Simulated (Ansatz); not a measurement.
Consider the cleavage of the Si–Si bond: `CC[SiH2][SiH2]F` + HI → `CC[SiH2]I` + `F[SiH3]`.

Isolated molecules relaxed with PBE0-D4/def2-TZVP in Ansatz; ΔE leaves out vibrations. CCSD(T)/CBS is the MP2 limit (def2-TZVPP, def2-QZVPP) plus CCSD(T) − MP2 in def2-TZVPP, frozen cores. This one scheme is used for every species. DFT in def2-TZVPP. B3LYP here is the variant with VWN-RPA as its local correlation; programs differ in this. Elements past krypton have def2 core potentials. For I outer-core shells are correlated without core-valence functions, which leaves a few kJ/mol of doubt a bond. One conformer a species, not always the lowest.

**Question.** Is it downhill or uphill in electronic energy at CCSD(T)/CBS, and by how much? (An estimate is asked.)

**Answer.** The calculation gave: Downhill: ΔE = -103.3 kJ/mol.

**Question.** What do these levels give: PBE-D4, r2SCAN-D4, B3LYP-D4, ωB97M-V, B2PLYP, r2SCAN, PBE0, B3LYP, MP2/def2-TZVPP, CCSD/def2-TZVPP, CCSD(T)/def2-TZVPP, HF/CBS(def2)? (Best estimate.)

**Answer.** Ansatz gave: PBE-D4 -83.4, r2SCAN-D4 -94.7, B3LYP-D4 -93.5, ωB97M-V -101.0, B2PLYP -100.6, r2SCAN -95.2, PBE0 -91.4, B3LYP -94.1, MP2/def2-TZVPP -112.2, CCSD/def2-TZVPP -97.1, CCSD(T)/def2-TZVPP -96.2, HF/CBS(def2) -113.6 kJ/mol.

Largest T1 diagnostic among the species: 0.011.

From PBE to PBE0 (25 % exact exchange), in def2-TZVPP and without D4, ΔE moves by −7.3 kJ/mol.
